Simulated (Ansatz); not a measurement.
Reaction (formal exchange of groups at the Si–O bond): `C[SiH2]O` + `F[SiH2]Cl` → `C[SiH2][SiH](F)Cl` + H₂O

Gas-phase electronic energies from Ansatz, PBE0-D4/def2-TZVP geometries. CCSD(T)/CBS is the MP2 limit (def2-TZVPP, def2-QZVPP) plus CCSD(T) − MP2 in def2-TZVPP, frozen cores. This one scheme is used for every species. Functionals use def2-TZVPP. Each species was taken in one conformer, which may not be the lowest.

CCSD(T)/CBS gives +93.0 kJ/mol.

Q: Another level gave +83.2 kJ/mol. Which?
A. SCS-MP2/def2-TZVPP
B. PBE0/def2-TZVPP
C. HF/def2-TZVPP
D. r2SCAN-D4/def2-TZVPP

A: B. PBE0 83.2, SCS-MP2/def2-TZVPP 107.6, r2SCAN-D4 91.2, HF/def2-TZVPP 123.4 kJ/mol.

Largest T1 diagnostic among the species: 0.011.

The D4 term adds −9.7 kJ/mol with B3LYP and −5.8 kJ/mol with PBE0; it sums over pairs of atoms, weighted by their polarisabilities, and B3LYP, whose exchange is more repulsive, gets the larger term. From PBE to PBE0 (25 % exact exchange), in def2-TZVPP and without D4, ΔE moves by +6.8 kJ/mol.

B3LYP here is the variant with VWN-RPA as its local correlation; programs differ in this.
